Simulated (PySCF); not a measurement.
Problem. Give a GFN2-xTB geometry of `C1CCC1CCC` (propylcyclobutane).

Solution. 
```
atom  x, y, z in Å
C1     3.0705   -0.2116    0.5218
C2     1.6884   -0.6739    0.0756
C3     0.6946    0.4846    0.0155
C4    -0.6750    0.0464   -0.4792
C5    -1.7817    1.1176   -0.4806
C6    -2.7253    0.1261    0.2152
C7    -1.5336   -0.8078    0.4730
H8     3.0223    0.2414    1.5100
H9     3.7620   -1.0504    0.5617
H10    3.4675    0.5266   -0.1721
H11    1.7625   -1.1354   -0.9119
H12    1.3162   -1.4328    0.7672
H13    1.0816    1.2570   -0.6549
H14    0.5963    0.9280    1.0096
H15   -0.5727   -0.4277   -1.4578
H16   -2.0984    1.4795   -1.4565
H17   -1.5295    1.9710    0.1462
H18   -3.2394    0.4985    1.0988
H19   -3.4601   -0.3036   -0.4627
H20   -1.6741   -1.8488    0.1890
H21   -1.1813   -0.7677    1.5020
```

Any rigid rotation of these coordinates is as good. Atoms count from 1 in this order. Of the pairs four or more bonds apart, C7···H12 is among the closest relative to their van der Waals radii: 2.93 Å, 101 % of the sum of Bondi's values. The 4-membered ring C4–C5–C6–C7 has internal angles of 89.2° to 89.5°; it is puckered, 0.08 Å rms from its mean plane, widest ring torsion 11°.

Bonds between heavy atoms (Å): C1–C2 1.524, C2–C3 1.528, C3–C4 1.521, C4–C5 1.540, C5–C6 1.535, C6–C7 1.536, C4–C7 1.541.

Computed geometry: GFN2-xTB, gas phase.

Point group: C1 (no symmetry element, even within 0.4 Å). Not checked by GFN2-xTB frequencies. One conformer, not necessarily the lowest (C1–C2–C3–C4 178°, C2–C3–C4–C5 176°, C3–C4–C5–C6 -132°, C4–C5–C6–C7 11°, C5–C6–C7–C4 -11°, C3–C4–C7–C6 131°).
